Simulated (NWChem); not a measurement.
C₂H₆OSi; SMILES C=CO[SiH3]

```xyz
10

C      0.0739     2.3663    -0.0829
C     -0.3519     1.1228     0.1354
O      0.4521     0.0406     0.0344
Si    -0.0348    -1.5619    -0.0368
H      1.1077     2.5647    -0.3739
H     -0.6152     3.2029     0.0352
H     -1.3920     0.9205     0.4316
H     -0.5525    -1.9002    -1.3959
H      1.1700    -2.3740     0.2720
H     -1.1140    -1.8032     0.9697
```
Atoms are numbered in this order, from 1.

All runs: NWChem. Geometry: optimised at PBE0/def2-SVP. Level: PBE0/def2-SVP with SMD (1 M gas to 1 M solution), gas-phase geometry. Reactions with the solvent are ignored.

For solvent toluene:

```
Item                                         Result
-------------------------------------------  ------
solvation free energy (kcal/mol)               -1.8
cavity-dispersion-structure term (kcal/mol)    -0.3
dipole in solution (D)                         1.37
```

Question: How do the values read with solvent water instead?

Answer: 
- solvation free energy (kcal/mol): 1.0
- cavity-dispersion-structure term (kcal/mol): 4.3
- dipole in solution (D): 1.64
